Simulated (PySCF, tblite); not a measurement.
Species: C7H11NSi.
Geometry (GFN2-xTB, Å), atoms numbered from 1 in this order:
```xyz
20
C7H11NSi angstrom
C     -2.9449    2.4245    0.0274
C     -2.2095    1.4796   -0.0822
Si    -1.0868    0.0162   -0.2618
C     -2.0932   -1.5175   -0.7479
C      0.2378   -0.1383    1.1130
C      1.3289    0.4142    0.1625
C      2.5389   -0.4443    0.1162
N      3.6759    0.0208    0.3705
C      0.5486    0.4136   -1.1759
H     -3.5864    3.2530    0.1252
H     -2.8137   -1.7597    0.0267
H     -1.4600   -2.3861   -0.8992
H     -2.6445   -1.3388   -1.6653
H      0.1184    0.4546    2.0154
H      0.4529   -1.1605    1.4230
H      1.6237    1.4242    0.4460
H      2.3385   -1.4936   -0.1580
H      4.4486   -0.6396    0.3107
H      0.8986   -0.3680   -1.8491
H      0.6233    1.3565   -1.7099
```

Level of theory: PBE0/pcSseg-1 in PySCF (dipole) on a GFN2-xTB geometry, gas phase.

Take the most abundant isotopes and a rigid rotor. The values belong to one conformer with, in the numbering `[H]/[N:8]=[CH:7]/[C@@H:6]1[CH2:5][Si@:3]([C:2]#[CH:1])([CH3:4])[CH2:9]1`, C5–C6–C7–N8 -124°, C2–Si3–C5–C6 -103°, Si3–C5–C6–C7 -129°, C5–C6–C9–Si3 9°, C2–Si3–C9–C6 104°.

Question: Give the principal moments of inertia and the rotational constants in cm⁻¹.

Answer: Ia = 189.70, Ib = 670.78, Ic = 763.03 u·Å²; 505379 MHz·u·Å²/I gives 2664, 753.4 and 662.3 MHz, that is A = 0.08887, B = 0.02513, C = 0.02209 cm⁻¹.

Question: Classify the top.

Answer: A near-prolate asymmetric top. Ray's parameter κ = (2B − A − C)/(A − C) = -0.909; −1 is the prolate and +1 the oblate limit.

Question: Is it planar, by Δ = Ic − Ia − Ib?

Answer: Not planar: Δ = Ic − Ia − Ib = -97.44 u·Å². For a rigid frame Δ = −2 Σ m c², so Σ m c² = 48.72 u·Å² lies off the ab plane: 14.89 from hydrogen and 33.83 from heavier atoms. The atom farthest from that plane is 1.96 Å away.

Question: Give the other two planar moments, Paa and Pbb, and the rms extents of the mass along the axes.

Answer: Paa = Σ m a² = (Ib + Ic − Ia)/2 = 622.06 and Pbb = Σ m b² = (Ia + Ic − Ib)/2 = 140.97 u·Å². With the mass M = 137.07 u, the rms extents √(P/M) along a, b and c are 2.13, 1.01, 0.60 Å.

Question: Where do the levels up to J = 3 lie, in cm⁻¹?

Answer: Above 0(0,0):
J = 1: 1(0,1) 0.0472, 1(1,1) 0.1110, 1(1,0) 0.1140
J = 2: 2(0,2) 0.1416, 2(1,2) 0.2024, 2(1,1) 0.2115, 2(2,1) 0.4027, 2(2,0) 0.4028
J = 3: 3(0,3) 0.2828, 3(1,3) 0.3394, 3(1,2) 0.3576, 3(2,2) 0.5444, 3(2,1) 0.5449, 3(3,1) 0.8707, 3(3,0) 0.8707
The levels of one J sum to (2J + 1)J(J + 1)(A + B + C)/3.

Question: Which types of transition are allowed, and where do some lines up to J = 5 fall?

Answer: The dipole components are |μa| = 1.16 D, |μb| = 2.05 D, |μc| = 0.03 D. The squared components, which scale the intensities, stand as 0.32 : 1.00 : 0.00 (a : b : c). Some lines, for components of 0.1 D or more:

| type | branch | J(Ka,Kc) | MHz | lower level (cm⁻¹) |
| --- | --- | --- | --- | --- |
| a | Q | 3(1,2) ← 3(1,3) | 546 | 0.339 |
| b | R | 2(0,2) ← 1(1,1) | 918 | 0.111 |
| a | Q | 5(1,4) ← 5(1,5) | 1364 | 0.750 |
| b | R | 5(1,4) ← 4(2,3) | 1872 | 0.733 |
| b | Q | 2(1,1) ← 2(0,2) | 2096 | 0.142 |
| a | R | 2(1,1) ← 1(1,0) | 2923 | 0.114 |
| a | R | 3(2,2) ← 2(2,1) | 4247 | 0.403 |
| b | Q | 5(2,3) ← 5(1,4) | 5309 | 0.796 |
| b | Q | 4(2,2) ← 4(1,3) | 5467 | 0.552 |
| a | R | 4(1,4) ← 3(1,3) | 5475 | 0.339 |
| a | R | 4(3,1) ← 3(3,0) | 5670 | 0.871 |
| b | Q | 2(2,0) ← 2(1,1) | 5735 | 0.211 |
| b | Q | 2(2,1) ← 2(1,2) | 6006 | 0.202 |
| b | Q | 5(2,4) ← 5(1,5) | 6564 | 0.750 |
| a | R | 5(2,4) ← 4(2,3) | 7072 | 0.733 |
| a | R | 5(4,1) ← 4(4,0) | 7086 | 1.516 |
| a | R | 5(1,4) ← 4(1,3) | 7292 | 0.552 |
| b | R | 2(2,1) ← 1(1,0) | 8655 | 0.114 |
| b | Q | 3(3,0) ← 3(2,1) | 9768 | 0.545 |
| b | R | 3(2,2) ← 2(1,1) | 9979 | 0.211 |
| b | Q | 5(4,1) ← 5(3,2) | 13683 | 1.296 |
| b | R | 3(3,0) ← 2(2,1) | 14031 | 0.403 |
| b | R | 4(3,1) ← 3(2,2) | 15453 | 0.544 |
| b | Q | 5(5,1) ← 5(4,2) | 17600 | 1.753 |
| b | R | 5(4,2) ← 4(3,1) | 20774 | 1.060 |

Its GFN2-xTB frequencies are all real (lowest 21 cm⁻¹). Constants of a rigid frame at the computed geometry: no zero-point averaging, no centrifugal distortion. A rigid rotor knows nothing of internal rotation, which can split or shift real lines. Quadrupole hyperfine structure (14N) is left out.
